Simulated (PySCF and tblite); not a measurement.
Values are calculated unless marked as measured or tabulated.
C₅H₈F₄, numbered as in [CH3:1][C@@H:2]([F:3])[C:4]([F:5])([F:6])[C@H:7]([CH3:8])[F:9].

Level: PBE0-D3(BJ)/pcSseg-1//GFN2-xTB, thermal terms from GFN2-xTB, symmetry numbers and mirror pairs counted. Conformers within 2.5 kcal/mol (GFN2-xTB free energy) were kept, 7 at most. Codes: tblite and PySCF.

Rotational constants are equilibrium values for the commonest isotopes; dipoles come from the energy level named.

Torsions listed: F3–C2–C4–F5, F5–C4–C7–F9. Of a mirror pair one member is shown.

```tsv
conformer	shape	symmetry	weight %
1	169°, -69°	C1 (pair)	88.7
2	87°, 56°	C1 (pair)	10.1
3	73°, -73°	Cs	1.2
```

Sets of constants, in random order:

```
set  A (MHz)  B (MHz)  C (MHz)  abs μa (D)  abs μb (D)  abs μc (D)
  P     2034     1371     1216        0.11        0.12        0.24
  Q     2286     1382     1050        0.00        1.45        1.73
  R     2269     1302     1083        1.55        1.85        1.16
```

**Question.** Match each set to its conformer.

**Answer.** P is conformer 1, Q is conformer 3, R is conformer 2.


Conformer gaps in pcSseg-1 on xTB geometries can be 2 kcal/mol off for S=O, P=O and other polar bonds.